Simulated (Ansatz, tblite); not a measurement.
Two members of one family (Same ligands, another metal), computed with Ansatz in the gas phase; def2 core potentials for Ta, Tc, no spin–orbit coupling. The two geometries come from different levels. Singlets are spin-restricted. A dash marks a value that wasn't run or was left out as unsound. The structures are stationary points that may keep the symmetry of their start. Remarks come from the PBE and PBE0 runs and from stability tests at other levels; not every state was tested. A HOMO above zero means that the electron is unbound at that level and held by the basis, or that self-interaction error raises the level; the energy of removing that electron tells which. HOMO above LUMO (over both spins in singlets and doublets, within one spin in higher multiplets; at PBE or PBE0), or a gap under 0.15 eV within one spin, warns that the state may not be the lowest or that an electron is smeared out.

First: [TcOF4]- (singlet, charge -1, PBE0-D4/def2-SVPD geometry).

| atom | x (Å) | y (Å) | z (Å) |
| --- | --- | --- | --- |
| Tc1 | 0.161 | -0.014 | -0.055 |
| O2 | 1.694 | -0.151 | -0.574 |
| F3 | 0.114 | 0.095 | 1.849 |
| F4 | -0.587 | -1.741 | 0.256 |
| F5 | -1.043 | -0.012 | -1.533 |
| F6 | -0.338 | 1.823 | 0.058 |

| level | HOMO (eV) | vertical IE (eV) |
| --- | --- | --- |
| PBE-D4/def2-SVPD | 0.33 | – |
| PBE-D4/def2-TZVPD | 0.46 | 3.10 |
| r2SCAN-D4/def2-TZVPD | 0.11 | 3.26 |
| r2SCANh-D4/def2-TZVPD | -0.71 | – |
| PBE0-D4/def2-TZVPD | -1.66 | 3.84 |

Metal–donor distances: 1 × O 1.62 Å, 4 × F 1.91 Å. The relaxed triplet lies at -0.08 eV (r2SCANh-D4/def2-TZVPD) to 0.26 eV (ωB97M-V/def2-TZVPD) from the singlet, so the order hangs on the level. Remarks: HOMO above zero at PBE or PBE0, HOMO above zero (triplet).

Second: [TaOF4]- (singlet, charge -1, r2SCAN-D4/def2-SVPD geometry).

Cartesian coordinates in Å:
```
Ta 0.033 -0.049 0.009
O 0.999 -1.477 0.293
F -1.488 -0.193 1.218
F -1.221 -0.532 -1.399
F 0.971 0.956 -1.369
F 0.706 1.296 1.247
```

Estimate the same table for the second.


```
                level  HOMO (eV)  vertical IE (eV)
     PBE-D4/def2-SVPD      -3.10                 –
    PBE-D4/def2-TZVPD      -2.96              6.38
 r2SCAN-D4/def2-TZVPD      -3.30              6.46
r2SCANh-D4/def2-TZVPD      -3.92                 –
   PBE0-D4/def2-TZVPD      -4.60              6.65
```

Metal–donor distances: 1 × O 1.75 Å, 4 × F 1.95 Å. Remarks: gap within one spin near zero at PBE or PBE0 (neutral doublet).
